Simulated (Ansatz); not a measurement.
`C[Si](C)(Cl)/C=C\[Si](F)(F)Cl` → 4 C• + 2 Cl• + 2 F• + 8 H• + 2 Si•  (atomization)

Program: Ansatz. Geometries: PBE0-D4/def2-TZVP. ΔE: electronic, gas phase. CCSD(T)/CBS is the MP2 limit (def2-TZVPP, def2-QZVPP) plus CCSD(T) − MP2 in def2-TZVPP, frozen cores. This one scheme is used for every species, atoms too. Functionals use def2-TZVPP. No spin–orbit coupling; open shells (•) take unrestricted orbitals. Spin–orbit coupling would lower the free atoms: a little for C, Cl, F, Si. Each species was taken in one conformer, which may not be the lowest.

| level | ΔE (kJ/mol) |
| --- | --- |
| r2SCAN-D4 | 7368.5 |
| PBE0-D4 | 7350.0 |
| PBE0 | 7294.6 |
| r2SCAN0 | 7245.4 |
| CAM-B3LYP | 7281.0 |
| SCS-MP2/def2-TZVPP | 7231.7 |
| CCSD/def2-TZVPP | 7033.2 |
| HF/CBS(def2) | 5540.7 |

(1) What does CCSD(T)/CBS give? (Estimate.)

Largest T1 diagnostic among the species: 0.012.

Results:

(1) Computed: +7340.1 kJ/mol. The listed levels differ from it by 28.4, 9.9, -45.5, -94.7, -59.1, -108.4, -306.9, -1799.4 kJ/mol.

At CCSD(T), def2-SVP lies −457.9 kJ/mol from the extrapolated value and def2-TZVPP −194.6 kJ/mol: correlation converges slowly with the basis, and small sets miss more of it in the bonded molecule than in its fragments. Leaving LDA and LC-ωPBE aside and taking each functional with its dispersion term where it has one, the values, not all of them listed here, spread over 325.3 kJ/mol, from BHLYP-D4 to PBE-D4. LDA lies +931.5 kJ/mol from PBE without D4, its usual overbinding.

For atomizations the MP2-based limit and the directly extrapolated one differ by several kJ/mol either way, and by 10 to 25 for some Ge, Se and Sn compounds, so smaller differences from it don't rank the levels.
